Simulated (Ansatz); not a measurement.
Start from `F[SiH]1BC1` and change one element to get `F[SiH]1[CH2][AlH]1`.

Ansatz, PBE0-D4/def2-TZVP geometries, multiplicity 1. 

| property | `F[SiH]1BC1` |
| --- | --- |
| HOMO–LUMO gap (PBE/def2-TZVPP) / eV | 3.51 |
| LUMO energy (ωB97M-V/def2-TZVPP) / eV | 0.30 |
| HOMO–LUMO gap (PBE0/def2-TZVPP) / eV | 5.51 |
| zero-point energy (PBE0-D4/def2-TZVP) / kJ/mol | 128.6 |
| size of the dipole moment (ωB97M-V/def2-TZVPP) / D | 0.92 |
| HOMO energy (PBE0/def2-TZVPP) / eV | -7.19 |

What does the change do to each property? (An estimate is asked.)

Computed: 
| property | `F[SiH]1[CH2][AlH]1` | shift |
| --- | --- | --- |
| HOMO–LUMO gap (PBE/def2-TZVPP) / eV | 2.56 | -0.95 |
| LUMO energy (ωB97M-V/def2-TZVPP) / eV | -0.30 | -0.60 |
| HOMO–LUMO gap (PBE0/def2-TZVPP) / eV | 4.33 | -1.18 |
| zero-point energy (PBE0-D4/def2-TZVP) / kJ/mol | 112.8 | -15.8 |
| size of the dipole moment (ωB97M-V/def2-TZVPP) / D | 2.24 | 1.32 |
| HOMO energy (PBE0/def2-TZVPP) / eV | -6.33 | 0.86 |

With PBE0 the HOMO rises by 0.86 eV and the LUMO falls by 0.32 eV, so the gap narrows by about 1.18 eV. PBE moves the HOMO by 0.77 eV and ωB97M-V by 0.99 eV. Dipoles are sizes alone; their direction can turn.
